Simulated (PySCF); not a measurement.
## Sb(23+): ionisation energy

Sb(23+) [Ar] 3d10 → Sb(24+) [Ar] 3d9 [3d3/2^4 3d5/2^5, M_J = 5/2], as a difference of total energies. Computed with PySCF 2.14 in an even-tempered Gaussian basis (17 s from 3 bohr⁻², ratio 2.8; 13 p from 3.8 bohr⁻², ratio 2.8; 8 d from 3.8 bohr⁻², ratio 2.8; 3 f from 18 bohr⁻², ratio 3), with the two-component X2C-1e Hamiltonian. Correlated levels: [Ne] frozen; the 82 highest virtual spinors dropped. "Screened" scales the spin-orbit matrix elements by Boettger's factors to mimic the two-electron term; Breit and QED terms are absent.

| method | ionisation energy (eV) |
| --- | --- |
| GHF (spin-free) | 1219.7 |
| GMP2 (spin-free) | 1221.1 |
| GHF (screened spin-orbit) | 1215.5 |
| GMP2 (screened spin-orbit) | 1216.9 |

Breit and QED terms and the two-electron picture change are absent.

The spin-free rows lack the spin-orbit shift.

For comparison: 1214 ± 4 eV (theoretical estimate listed by NIST; NIST Atomic Spectra Database, ionization energies).
